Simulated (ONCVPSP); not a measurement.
## What the settings do to the ONCV potential of nickel (Ni)

Base potential:

| Item | Value |
| --- | --- |
| Element | nickel |
| Generator | ONCVPSP 4.0.1 |
| Type | optimised norm-conserving Vanderbilt (ONCV) |
| Functional | PBE |
| Relativity | scalar-relativistic |
| Frozen core | [Ne] |
| Valence charge | 18 |
| Reference configuration | 3s2 3p6 3d8 4s0.5 (charge +1.5) |
| Partial waves | 3s+4s: rc 1.45 bohr, ncon 5, nbas 9, qcut 6.7 1/bohr, 2 projectors; 3p: rc 0.95 bohr, ncon 4, nbas 9, qcut 17.8 1/bohr, 3 projectors, debl 1.9 Ha; 3d: rc 1.20 bohr, ncon 5, nbas 9, qcut 13.7 1/bohr, 2 projectors, debl 1.4 Ha |
| Local potential | polynomial inside 0.95 bohr (lpopt 5, dvloc0 0 Ha) |
| Core correction | polynomial model core, fcfact 0.3 |

In the p channel the program set the typed energies aside and used -3.147, 0.250, 2.150 Ha.

All-electron outer shells of the reference configuration (PBE, scalar-relativistic, ld1.x):

```json
{"shell": "2p", "level (eV)": "-858.71", "outermost node (bohr)": "–", "outermost maximum (bohr)": "0.16"}
{"shell": "3s", "level (eV)": "-125.29", "outermost node (bohr)": "0.30", "outermost maximum (bohr)": "0.64"}
{"shell": "3p", "level (eV)": "-85.64", "outermost node (bohr)": "0.27", "outermost maximum (bohr)": "0.65"}
{"shell": "3d", "level (eV)": "-22.99", "outermost node (bohr)": "–", "outermost maximum (bohr)": "0.63"}
{"shell": "4s", "level (eV)": "-17.32", "outermost node (bohr)": "0.91", "outermost maximum (bohr)": "2.08"}
```

Cutoffs, loose and tight: the cutoffs (Ha) at which the residual kinetic energy of the hardest occupied pseudo-wave falls to 1 and 0.1 mHa per electron. They do not see the model core or the augmentation charge, which bear on the density cutoff. Test errors are all-electron minus pseudo excitation energies from the reference, over the configurations 3s2 3p6 3d8 4s2; 3s2 3p6 3d8 4s1; 3s2 3p6 3d8 4s0; 3s2 3p6 3d8 4s1.5. A dash means not determined; rows that change the core or the reference have their own tests.

A true bound ghost makes a file unfit for plane-wave use even where its test errors are small: the radial tests pick states by their node count and pass the ghost by.

| change | outcome | cutoff, loose | cutoff, tight | bound ghosts | GHOST(+) flags above zero | largest test error (meV) |
| --- | --- | --- | --- | --- | --- | --- |
| base | generated, projector energies reset by the program | 76 Ha | 97 Ha | none | none | +2.6 |
| s: qcut 5.8; p: qcut 15.4; d: qcut 11.8 | generated, projector energies reset by the program | 65 Ha | 133 Ha | none | none | +2.7 |
| s: qcut 6.8; p: qcut 18.1; d: qcut 14 | generated, projector energies reset by the program | 77 Ha | 98 Ha | none | none | +2.6 |
| s: qcut 7.5; p: qcut 19.8; d: qcut 15.2 | generated, projector energies reset by the program | 86 Ha | 110 Ha | none | none | +2.6 |
| s: qcut 8.3; p: qcut 22.1; d: qcut 17 | generated, projector energies reset by the program | 142 Ha | 167 Ha | p | none | +2.6 |
| s: qcut 9.7; p: qcut 25.9; d: qcut 19.9 | failed: ERROR pspot: first pseudo wave function has node, program will stop | – | – | – | – | – |

What comes out with this change to the base: s: qcut 4.5; p: qcut 11.8; d: qcut 9.1?

outcome: generated, projector energies reset by the program; cutoff, loose: 192 Ha; cutoff, tight: 216 Ha; bound ghosts: none; GHOST(+) flags above zero: none; largest test error (meV): +3.2.
